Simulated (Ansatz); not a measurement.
System: Si4H9, net charge -1, singlet state. It need not be the lowest isomer of its formula. 
Structure (B3LYP-D3(BJ)/def2-TZVP (Ansatz, a quantum-chemistry and plane-wave program) minimum search):
```xyz
13

Si    -0.2304     1.8849     0.6020
Si    -0.1374     0.1795    -1.0241
Si     1.8446    -0.7397    -0.1363
Si    -1.5218    -1.2660     0.2232
H      0.7726     2.9724     0.3497
H     -0.0222     1.5416     2.0485
H     -1.5442     2.6102     0.5972
H      3.0550     0.0855    -0.4624
H      2.1662    -2.0830    -0.7232
H      1.9591    -0.9645     1.3434
H     -1.2554    -1.4670     1.6868
H     -1.5367    -2.6619    -0.3277
H     -2.9647    -0.8556     0.1805
```
Charge -1, spin multiplicity 1.

Total electronic energies in hartree. Valence correlation only, unless marked. No spin-orbit coupling. No relativistic terms. CBS marks a two-point X^-3 extrapolation of the correlation energy; Hartree-Fock from the larger set.

| level | program | energy (Eh) |
|---|---|---|
| HF/cc-pV(D+d)Z | Ansatz | -1160.98687 |
| PBE-QIDH/def2-TZVPD | Ansatz | -1162.60581 |
| RPA@PBE/cc-pV(Q+d)Z | Ansatz | -1162.12325 |
| MP2/STO-3G | Ansatz | -1147.66940 |
| RI-MP2/cc-pV(T+d)Z | Ansatz | -1161.56824 |
| CCSD/cc-pV(D+d)Z | Ansatz | -1161.50420 |
| CCSD/cc-pVTZ | Ansatz | -1161.63916 |
| CCSD(T)/aug-cc-pV(T+d)Z | Ansatz | -1161.68830 |
| CCSD(T)/CBS(aug-cc-pV(T+d)Z,aug-cc-pV(Q+d)Z) | Ansatz | -1161.7440 |

Totals of different functionals don't rank their quality; only differences between species are comparable.
